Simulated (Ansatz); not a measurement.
Basis-set extrapolation for CH8B2SSi, SMILES `CB([SiH3])BS` (PBE0-D4/def2-TZVP geometry, frozen core, Ansatz). Multiplicity 1, RHF reference.

```json
{"": "HF", "def2-TZVPP": "-778.410099", "def2-QZVPP": "-778.434213"}
{"": "MP2 correlation", "def2-TZVPP": "-0.678254", "def2-QZVPP": "-0.726291"}
{"": "CCSD(T) correlation", "def2-TZVPP": "-0.784568", "def2-QZVPP": "not run"}
```

Energies in hartree. Use E(X) = E(∞) + A·exp(−7.88·√X) for Hartree–Fock and E(X) = E(∞) + B·X^(−2.97) for correlation, with X = 3 and 4, and add CCSD(T) minus MP2 of the smaller set to the MP2 limit.

Task: What is the CCSD(T) energy at the basis-set limit?

Result: HF limit: -778.434213 + (-0.024114) × 0.13774 = -778.43753. MP2 limit: -0.726291 + (-0.048037) × 0.74074 = -0.76187. Higher-order term: -0.784568 − (-0.678254) = -0.10631. Total: -779.30571 hartree, 3.02 eV below CCSD(T)/def2-TZVPP.
